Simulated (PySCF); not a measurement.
C3H7ClOSi, SMILES O=CCC[SiH2]Cl. Atoms are numbered in the order given.

```xyz
13

O      1.4266     1.3386     1.2628
C      1.8849     0.3070     1.6898
C      1.4590    -1.0334     1.1779
C      0.7027    -0.9441    -0.1404
Si    -0.5313     0.4871    -0.2920
Cl    -2.0210    -0.2609    -1.5710
H      2.6335     0.3232     2.5186
H      0.8259    -1.4649     1.9786
H      2.3392    -1.6979     1.1301
H      0.1405    -1.8717    -0.3246
H      1.4108    -0.8433    -0.9803
H     -0.0197     1.6960    -0.9819
H     -1.2279     0.7885     0.9885
```

Geometry: PBE0-D3(BJ)/def2-SVP. The structure was generated by enumeration, and PubChem lists no compound with its InChIKey, so it may never have been made. Other conformers were not sampled.

Method: PBE/pcSseg-1 in PySCF.

GIAO shieldings, no solvent; atoms listed in one row are averaged. δ = σ(ref) − σ: ¹⁷O against H2O (σ = 334.3 ppm); ¹³C against TMS (σ = 182.0 ppm); ²⁹Si against TMS (σ = 335.4 ppm); ³⁵Cl against HCl (σ = 936.5 ppm); ¹H against TMS (σ = 31.49 ppm), references at their B3LYP-D3(BJ)/def2-TZVP geometries, non-relativistic (without spin–orbit terms, shifts of atoms bonded to Cl or Br come out too high).

Q: Estimate the chemical shifts. (Estimate from the structure and the level; the computed values follow.)

A: 
```json
[
 {"nucleus": "¹⁷O", "atoms": "O1", "count": "1", "δ (ppm)": "656.9"},
 {"nucleus": "¹³C", "atoms": "C2", "count": "1", "δ (ppm)": "210.8"},
 {"nucleus": "¹³C", "atoms": "C3", "count": "1", "δ (ppm)": "48.6"},
 {"nucleus": "¹³C", "atoms": "C4", "count": "1", "δ (ppm)": "14.1"},
 {"nucleus": "²⁹Si", "atoms": "Si5", "count": "1", "δ (ppm)": "-15.0"},
 {"nucleus": "³⁵Cl", "atoms": "Cl6", "count": "1", "δ (ppm)": "27.7"},
 {"nucleus": "¹H", "atoms": "H7", "count": "1", "δ (ppm)": "10.12"},
 {"nucleus": "¹H", "atoms": "H12", "count": "1", "δ (ppm)": "6.10"},
 {"nucleus": "¹H", "atoms": "H13", "count": "1", "δ (ppm)": "5.38"},
 {"nucleus": "¹H", "atoms": "H9", "count": "1", "δ (ppm)": "3.27"},
 {"nucleus": "¹H", "atoms": "H8", "count": "1", "δ (ppm)": "2.86"},
 {"nucleus": "¹H", "atoms": "H11", "count": "1", "δ (ppm)": "1.37"},
 {"nucleus": "¹H", "atoms": "H10", "count": "1", "δ (ppm)": "1.09"}
]
```
